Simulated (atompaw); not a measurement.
Building the PAW (atompaw) potential for phosphorus (PBE, scalar-relativistic).

P, PAW, made with atompaw 4.2.0.5 (PBE, scalar-relativistic). Core [Ne], reference 3s2 3p3. Waves: 3s (bound): rc 2.20 bohr; 3s channel at -0.6 Ry: rc 2.20 bohr; 3p (bound): rc 2.20 bohr; 3p channel at 0.1 Ry: rc 2.20 bohr. Local part: bessel scheme, radius 1.55 bohr. Core correction: smooth core density matched at 2.15 bohr. Augmentation charge: sinc compensation charge, radius 1.85 bohr; PAW radius 2.20 bohr; waves and projectors: custom rrkj gramschmidtortho.

Poles of the logarithmic derivatives, all-electron (AE) and pseudo (PS). s: poles at 0.4 (AE) and 0.4 (PS) Ry. p: poles at 1.4 (AE) and 1.4 (PS) Ry. Test radius 2.21 bohr.

- Cutoffs needed: 12 Ry and 15 Ry (the cutoffs (Ry, on a coarse ladder) from which the occupation-weighted sum of valence levels, in a spherical-Bessel basis at the reference potential, stays within 10 and 1 mRy of its value at 400 Ry)
- Ghost test: no extra level below or beside the all-electron valence levels (s, p, d, f tested) (spherical-Bessel basis up to 400 Ry, 20 bohr box)
- Lowest eigenvalue of the overlap operator: 0.46 (s channel)
- Overlap eigenvalues printed by atompaw (projector basis): 0.0818, 0.472, 0.641, 2.64
- Warning: the pseudo core plus compensation charge is negative at some radii, so no UPF file was written
- Share of each valence orbital outside the PAW sphere: 3s 29 %, 3p 49 %
